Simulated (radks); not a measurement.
Task: As V, configuration [Ar] 3d10 4s1. All-electron calculation, non-relativistic Kohn-Sham, LB94 model potential, spin-polarised, spherical densities, point nucleus; open shells are filled with parallel spins first. Program: a radial shooting solver on a logarithmic mesh with Libxc functionals. Some entries of the table are withheld. Estimate them.

| orbital | occ. | eigenvalue (hartree) | r(max) (bohr) |
|---|---|---|---|
| 1s up | 1 | -429.3223 | 0.03062 |
| 1s down | 1 | -429.3161 | 0.03062 |
| 2s up | 1 | -56.08073 | 0.1736 |
| 2s down | 1 | -56.07768 | 0.1736 |
| 2p up | 3 | -50.50994 | 0.1375 |
| 2p down | 3 | -50.50750 | 0.1375 |
| 3s up | 1 | -9.01321 | 0.5316 |
| 3s down | 1 | -9.01052 | 0.5318 |
| 3p up | 3 | -7.12709 | 0.5251 |
| 3p down | 3 | -7.12690 | 0.5254 |
| 3d down | 5 | -3.81252 | 0.4722 |
| 3d up | 5 | -3.80600 | 0.4716 |
| 4s down | 0 | -2.45203 | 1.482 |
| 4s up | 1 | -2.39881 | 1.486 |
| 4p down | 0 | (1) | 1.632 |
| 4p up | 0 | (2) | 1.645 |
| 4d down | 0 | -1.31708 | 2.103 |
| 4d up | 0 | -1.28951 | 2.145 |
| 5s down | 0 | -1.14474 | 3.250 |
| 5s up | 0 | -1.13396 | 3.279 |
| 4f down | 0 | (3) | 2.843 |
| 4f up | 0 | (4) | 2.928 |

Result: 
(1) 4p down eigenvalue (hartree): -1.99537
(2) 4p up eigenvalue (hartree): -1.94875
(3) 4f down eigenvalue (hartree): -0.83182
(4) 4f up eigenvalue (hartree): -0.81839
